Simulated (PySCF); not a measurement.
# Dipole response of V (vanadium, neutral)

[Ar] 3d3 4s2, high-spin 4F determinant. Computed with PySCF 2.14 in aug-cc-pVQZ-DK (9s8p6d4f3g2h, 140 functions), with scalar relativity by spin-free X2C-1e. Coupled (time-dependent) response in atomic units; α is the mean over directions.

```json
{"method": "UHF", "mean α (bohr³)": "126.2", "C₆ (like pair)": "1394", "S(−4)": "29410"}
```

S(−4) is the Cauchy moment in α(ω) = α(0) + S(−4) ω² + …

Reference α: 87 ± 10 bohr³ (recommended; Schwerdtfeger and Nagle, table of static dipole polarizabilities (2023 update)). Published C₆: 832.0 (Chu and Dalgarno (2004); Tang, Norbeck and Certain (1976)).

Hartree-Fock lies above the reference because it lacks correlation, which contracts the outer shell.

α(iu) at UHF:

| u (hartree) | α(iu) (bohr³) |
| --- | --- |
| 0 | 126.2 |
| 0.0500 | 99.46 |
| 0.100 | 71.82 |
| 0.200 | 36.64 |
| 0.300 | 21.45 |
| 0.500 | 10.36 |
| 0.750 | 5.884 |
| 1.00 | 3.998 |
| 1.50 | 2.334 |
| 2.00 | 1.575 |
| 3.00 | 0.8729 |
| 5.00 | 0.3875 |

A single London oscillator, α(iu) = α/(1 + u²/ω²), gives C₆ = (3/4) ω α². Matching the computed C₆ needs ω = 4 × 1394 / (3 × 126.2²) = 0.117 hartree.
